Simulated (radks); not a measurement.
Numerical settings for neutral nitrogen, [He] 2s2 2p3. All-electron calculation, scalar-relativistic Kohn-Sham, SCAN, spin-unpolarised, spherical densities, finite nucleus; meta-GGA in the generalised Kohn-Sham scheme; Fermi nuclear charge, rms radius 2.5582 fm. Program: a radial shooting solver on a logarithmic mesh with Libxc functionals. The defaults (mesh step 0.008 in ln r, mesh end at 40 bohr or more with all orbitals vanishing there, Anderson mixing 0.5 over 9 steps, residual threshold near 1e-9 with the energy settled to 1e-9 hartree or 1e-11 of itself, here a cap of 96 iterations) give E = -54.465 hartree and 2p at -7.196 eV in 20 iterations. Times are rough (one thread of a shared host). Changes against that run (0 stands for a change within the tolerance of the run):

setting                     iterations         converged  E (mhartree)  e(2p) (meV)  CPU (s)
mesh step in ln r 0.02              96                no         +1.24        +2.75      0.2
mesh step in ln r 0.003             24                no      diverged            -      0.3
mesh step in ln r 0.012             17               yes         -1.93      -0.0622     0.06
mesh end (bohr) 1                   16  level above zero     +2.72e+04    +1.88e+05     0.06
mesh end (bohr) 3                   19               yes          +324    +7.04e+03     0.08
residual threshold 1e-05            20               yes             0            0     0.09
residual threshold 1e-16            96                no             0            0     0.33
mixing 0.2                          23               yes             0            0      0.1
linear mixing, mixing 1             41                no      diverged            -     0.28
linear mixing, mixing 0.05          96                no       -0.0825        -49.2     0.37
mixing history 2                    49                no      diverged            -     0.25
iteration cap 3                      3                no        -0.415         -510     0.02

Settled on a wrong energy, with an occupied level pushed above zero by the early mesh end: mesh end (bohr) 1 (+27.2 hartree). Apart from these: settings that end as converged yet miss the energy by more than 1 mhartree: mesh step in ln r 0.012 (-0.00193 hartree); mesh end (bohr) 3 (+0.324 hartree). A mesh that ends early acts as a hard wall.
